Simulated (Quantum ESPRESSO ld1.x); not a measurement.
Q: These are the eigenvalues of the occupied orbitals of an atom or ion with whole-number occupations (eV). Method: scalar-relativistic Kohn-Sham, LDA (Slater exchange, VWN5 correlation), spin-unpolarised, spherical densities, point nucleus; computed with ld1.x of Quantum ESPRESSO 7.5.

1s: -57358.420
2s: -9664.952
2p: -8555.314
3s: -2191.481
3p: -1853.990
3d: -1430.766
4s: -458.691
4p: -347.528
4d: -198.607
5s: -82.292
5p: -55.652
4f: -35.801

Which element is it, and in what charge state? The configuration may be excited.

A: Z = 68, erbium, charge +3: Er3+ in [Xe] 4f11. The list shows which subshells hold electrons but not how many an open one holds; the 1s level, -2107.9 hartree, gives Z - s = 64.9 by -(Z - s)^2/2, which with screening and relativity narrows Z to a few neighbours, and the depths of the outer levels then fix element, charge and occupations together.
